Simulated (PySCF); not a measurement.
# Computed properties of BGeH₆NO₂, SMILES OB(O)[NH][GeH3]

BGeH₆NO₂, SMILES [GeH3][NH]B(O)O. Coordinates come from a PBE0-D3(BJ)/def2-SVP optimisation. The structure was generated by enumeration, and PubChem lists no compound with its InChIKey, so it may never have been made. The values are those of a single conformer. All values are computed for the isolated molecule unless a solvent is named; none is compared with measurement here.

**Structure.** The optimised structure has Cs symmetry. All 27 harmonic modes at PBE0-D3(BJ)/def2-SVP (PySCF) are real, so it is a minimum. With heavy atoms numbered as in [GeH3:1][NH:2][B:3]([OH:4])[OH:5], the shortest bond between them is B3–O4 at 1.370 Å and the longest Ge1–N2 at 1.845 Å.

**Vibrations.** The strongest infrared lines (harmonic, unscaled, degenerate partners summed) lie at 1490 cm⁻¹ (703 km/mol, B 64 %, N 19 %, O 9 %, H 8 %), 1460 cm⁻¹ (265 km/mol, B 72 %, O 18 %, H 8 %), 489 cm⁻¹ (190 km/mol, H 95 %). The softest mode is at 91 cm⁻¹ and the zero-point energy is 46.9 kcal/mol.

**Electronic structure.** B3LYP/def2-TZVP (PySCF) places the frontier levels at -7.22 and -0.07 eV, a gap of 7.15 eV, and gives a dipole moment of 1.86 D and a mean polarisability of 58.2 bohr³. PBE/def2-TZVP (PySCF) at the same geometry gives -6.05 and -0.57 eV, so its gap is 1.67 eV narrower. An orbital gap is neither the optical nor the fundamental gap.

**Excitations.** TDDFT-CAM-B3LYP/def2-SVPD (PySCF) has S1 at 6.23 eV (199 nm, f = 0.003, weak); the most intense of the 10 singlets computed lies at 8.11 eV (f = 0.10). T1 (TDA) is at 5.99 eV. TDDFT-PBE/def2-SVPD (PySCF) puts S1 at 5.28 eV. No vertical singlet excitation falls in the visible range (under 3.1 eV).

**NMR.** GIAO shifts at PBE0/pcSseg-1 (PySCF) (non-relativistic, atoms alike by connectivity averaged): ¹H from 0.7 to 5.0 ppm against TMS; ¹¹B at 9.4 ppm against BF3.
